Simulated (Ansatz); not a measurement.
Mulliken charges of `OC(F)(Cl)O[SiH3]` from r2SCAN/def2-TZVPP in Ansatz (PBE0-D4/def2-TZVP geometry).

```
atom   x (Å)   y (Å)   z (Å)  charge (e)
  O1   0.387  -1.026  -1.302      -0.298
  C2  -0.763  -0.564  -0.729       0.463
  F3  -1.689  -1.545  -0.691      -0.170
 Cl4  -1.380   0.722  -1.807      -0.132
  O5  -0.613  -0.122   0.537      -0.340
 Si6   0.623   0.873   1.071       0.424
  H7   0.662  -1.811  -0.810       0.219
  H8   0.195   1.273   2.428      -0.052
  H9   0.770   2.041   0.174      -0.043
 H10   1.892   0.107   1.133      -0.071
```

Question: By hand: the dipole of these point charges (1 e Å = 4.8032 D).

Answer: Σ q r = (0.441, 0.065, 0.286) e Å, of length 0.530 e Å = 2.55 D.

Question: How does the dipole of the full density compare? (An estimate is asked.)

Answer: Computed: (0.413, -0.089, 0.320) e Å, 2.55 D; the point charges give 1.00 times that, at 17° from its direction.

Point charges leave out the atoms' own dipoles, such as those of lone pairs, and Mulliken's split depends on the basis, so the close match here is no proof of good charges.
